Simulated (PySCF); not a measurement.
An excited-state table with gaps

C2H3BF2S.
SMILES with atom numbers: `[F:1][B:2]([F:3])[C@@H:4]1[CH2:5][S:6]1` (hydrogens: H7 on C4; H8, H9 on C5)

The calculation used TDDFT CAM-B3LYP/def2-SVPD, vertical, gas phase, core orbitals frozen in the response (PySCF). One conformer (not necessarily the lowest) at the PBE0-D3(BJ)/def2-SVP geometry, without solvent, vibrations or thermal averaging. Torsions of this conformer, `[F:1][B:2]([F:3])[C@@H:4]1[CH2:5][S:6]1`: F1–B2–C4–C5 179°.

Orbital energies (eV): HOMO-3 -12.30, HOMO-2 -11.21, HOMO-1 -10.71, HOMO -8.43, LUMO 0.02, LUMO+1 0.99, LUMO+2 1.06.

Lowest singlets, with some entries withheld (?).

```tsv
state	λ (nm)	f	main configurations (H = HOMO, L = LUMO)
S1	279.1	?	H→L (91%)
S2	208.6	?	H→L+2 (43%), H→L+1 (43%)
S3	187.3	?	H→L+1 (40%), H→L+2 (37%), H→L+3 (14%)
S4	177.2	?	H→L+4 (46%), H→L+3 (42%)
S5	171.1	?	H→L+3 (40%), H→L+4 (35%)
S6	169.1	?	H-1→L (58%), H-2→L (29%)
S7	162.1	?	H→L+5 (33%), H-2→L (28%), H-1→L (10%)
S8	157.2	?	H→L+5 (41%), H-2→L (32%), H-1→L (11%)
S9	149.6	?	H-1→L+1 (61%), H-1→L+2 (19%)
S10	146.3	?	H-3→L (64%), H→L+8 (8%)
```

Problem. Fill in the withheld entries.

Solution. 
- S1: f = 0.0045
- S2: f = 0.023
- S3: f = 0.024
- S4: f = 0.010
- S5: f = 0.070
- S6: f = 0.027
- S7: f = 0.069
- S8: f = 0.114
- S9: f = 0.034
- S10: f = 0.0034

Problem. Where do the lowest triplets lie (Tamm–Dancoff)?

Solution. T1 3.95 eV, H→L (91%); T2 5.34 eV, H→L+1 (49%), H→L+2 (28%); T3 5.85 eV, H-1→L (85%); T4 6.34 eV, H→L+2 (47%), H→L+3 (18%), H→L+1 (17%). E(S1) − E(T1) = +0.49 eV.

Problem. Which level carries the most intensity, and what share of the listed sum of f?

Solution. S8, with f = 0.114 of 0.379, 30%.

Problem. What is the mean static polarisability from the same response equations?

Solution. 55.2 au (8.18 Å³), with principal values 48.8, 54.1 and 62.7 au.

The vertical ionisation energy (ΔSCF) is 9.42 eV, 0.95 eV above S10.
